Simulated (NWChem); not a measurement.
Molecule: C₂H₄F₂Si; SMILES [SiH2](C(F)=C)F

```xyz
9

C     -1.5026     1.0651     0.0000
C     -0.1763     0.8609     0.0000
F      0.6942     1.9072     0.0000
Si     0.6792    -0.8200     0.0000
F     -0.5117    -1.9489     0.0000
H     -2.1762     0.1963     0.0000
H     -1.9315     2.0798     0.0000
H      1.5153    -0.9886     1.2330
H      1.5153    -0.9886    -1.2330
```
Atoms are numbered in this order, from 1.

Computed with NWChem. Medium grid unless said otherwise, to which SCAN and Minnesota functionals are sensitive. The geometry was optimised at PBE-D3(BJ)/def2-SVP. Hybrids' shares of exact exchange are those that their runs print; pure functionals count as 0. The functionals differ in more than this share.

```
row                                   share of exact exchange  highest occupied level (eV)
------------------------------------  -----------------------  ---------------------------
PBE/def2-SVP                                             0.00                        -6.56
LDA (Slater exchange, VWN5)/def2-SVP                     0.00                        -6.73
B3LYP/def2-SVP                                           0.20                        -7.58
B3PW91/def2-SVP                                          0.20                        -7.66
M06/def2-SVP                                             0.27                        -7.94
MPW1K/def2-SVP                                           0.43                     withheld
```

Q: Fit a straight line of the last column on the one before it, predict the withheld value, and compare with the run.

A: 
1. Means of the 5 shown rows: x = 0.134, y = -7.294. Slope Σ(x − x̄)(y − ȳ)/Σ(x − x̄)² = -0.3048/0.06312 = -4.829; intercept -6.647.
2. The shown rows scatter about the line by 0.060 (root mean square); the largest residual is +0.09, at PBE/def2-SVP.
3. At x = 0.43 (MPW1K/def2-SVP; beyond the shown range) the line gives -8.72.
4. The run gives -8.82, -0.10 from the line, 1.7 times the scatter.
